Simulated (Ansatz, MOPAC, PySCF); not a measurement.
Complex: H2O (SMILES O) (first 3 atoms) with PH3 (SMILES P); geometry from B3LYP-D3(BJ)/def2-TZVP, rigid monomers moved along the line of their centres of mass till H2···P4 is 2.32 Å.
(charge 0, multiplicity 1):
```xyz
7

O      0.2632    -0.0779    -0.5425
H      0.1242     0.0001     0.4118
H      1.1449     0.2748    -0.6984
P     -0.4053     0.1270     2.6716
H      0.2304    -0.5901     3.7141
H     -0.5328     1.3223     3.4200
H     -1.7028    -0.3421     2.9880
```

Counterpoise-corrected where a basis set is named; no monomer relaxation.

The state that AM1, PM6 reach isn't checked.

Run with Ansatz (Gaussian basis) for Hartree–Fock, density functionals and correlated methods; MOPAC for AM1, PM6 (differences of heats of formation); PySCF for the dispersion terms. 

**Question.** What is the computed interaction energy (B3LYP-D3(BJ)/def2-TZVPPD)?

**Answer.** -102 meV

**Question.** Estimate the interaction energy that AM1 returns for this input.

**Answer.** 99 meV

**Question.** What is the computed interaction energy (PM6)?

**Answer.** 88 meV

Ansatz is a first-principles code.
